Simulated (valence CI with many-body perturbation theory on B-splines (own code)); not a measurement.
**V16+ in brief**

Calculated by configuration interaction combined with many-body perturbation theory (CI+MBPT): five valence electrons over a frozen Dirac-Fock core [He], radial functions for each j: 9 s, 9 p, 8 d, 6 f, 3 g, 1 h, with the one-electron correlation potential Σ1 (screened to all orders), the two-electron term Σ2, the three-electron term Σ3, Breit, model QED; selected single and double excitations, second order for the rest, scaled by the run's own slope (own B-spline code, finite nucleus).

No measured levels were compared; by estimate levels of excited configurations hold to 0.05 to 0.15 % of their energy, terms of the ground configuration to about 0.5 %. Among the levels kept, up to 3500 cm⁻¹ of a level comes from second order outside the variational space, and about a tenth of that is noise between levels of different J, which matters for small intervals.

Rates and lifetimes use the calculated energies. Strong lines usually hold to 10 to 20 %, long lifetimes can be off by a factor of two.

Question: What is the ground level?

Answer: 2s2.2p3 4S°_3/2, composition 95 % 2s2.2p3 4S° + 4 % 2s2.2p3 2P°, g = 1.962.

Question: How well does LS coupling describe the low levels?

Answer: Among the lowest 20 levels the leading LS term, summed over configurations, holds 92 % on average. For single configurations the figures are 91 % in LS and 74 % in jj coupling. Terms mix most in the J = 3/2 level at 671.91 eV, where the leading one holds 78 %.

Question: Name the longest-lived excited levels whose lifetime is computed, and their main decay.

Answer: 2s2.2p3 2D°_5/2 at 17.43 eV lives 4.61 ms, mostly by M1 to 2s2.2p3 4S°_3/2; 2s2.2p3 2D°_3/2 at 15.04 eV lives 300 μs, mostly by M1 to 2s2.2p3 4S°_3/2; 2s2.2p3 2P°_1/2 at 26.27 eV lives 101 μs, mostly by M1 to 2s2.2p3 4S°_3/2.

Question: What are the static dipole polarisabilities of the lowest levels?

Answer: 2s2.2p3 4S°_3/2 0.0179; 2s2.2p3 2D°_3/2 0.0153 (tensor 0.0032); 2s2.2p3 2D°_5/2 0.0156 (tensor 0.0011); 2s2.2p3 2P°_1/2 0.0137 bohr³, of which the core gives 3.33e-05.

Question: What is the ionisation energy?

Answer: 1164.5 eV; NIST lists 1165.2 ± 1.1 eV (semi-empirical).

Question: Where does the other parity begin?

Answer: At 2s.2p4 4P_5/2, 77.82 eV.

Question: Among levels below 719.57 eV, which E1 lines absorb most strongly from the ground level?

Answer: to 2s2.2p2.3d 2F_5/2 at 1.725 nm, f = 0.139; to 2s2.2p2.3d 2F_5/2 at 1.731 nm, f = 0.124; to 2s.2p4 4P_5/2 at 15.93 nm, f = 0.0550.
